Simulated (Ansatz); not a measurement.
Mulliken charges of C$_{3}$H$_{3}$FSZn (`F[C]1([ZnH])C=CS1`) from PBE/def2-TZVPP in Ansatz (PBE0-D4/def2-TZVP geometry).

```
atom   x (Å)   y (Å)   z (Å)  charge (e)
  F1  -0.885  -1.270   1.589      -0.172
  C2  -0.217  -0.517   0.674       0.360
 Zn3   1.447   0.417   1.195       0.094
  C4  -0.997   0.318  -0.270      -0.239
  C5  -0.457  -0.105  -1.425      -0.071
  S6   0.503  -1.441  -0.806      -0.112
  H7   2.735   1.185   1.524      -0.091
  H8  -1.683   1.126  -0.049       0.119
  H9  -0.446   0.288  -2.432       0.111
```

Task: By hand: the dipole of these point charges (1 e Å = 4.8032 D).

Result: Σ q r = (-0.074, 0.222, -0.077) e Å, of length 0.246 e Å = 1.18 D.

Task: How does the dipole of the full density compare? (An estimate is asked.)

Result: Computed: (-0.037, 0.290, -0.121) e Å, 1.52 D; the point charges give 0.78 times that, at 11° from its direction.

Point charges leave out the atoms' own dipoles, such as those of lone pairs, and Mulliken's split depends on the basis, so the two needn't agree.
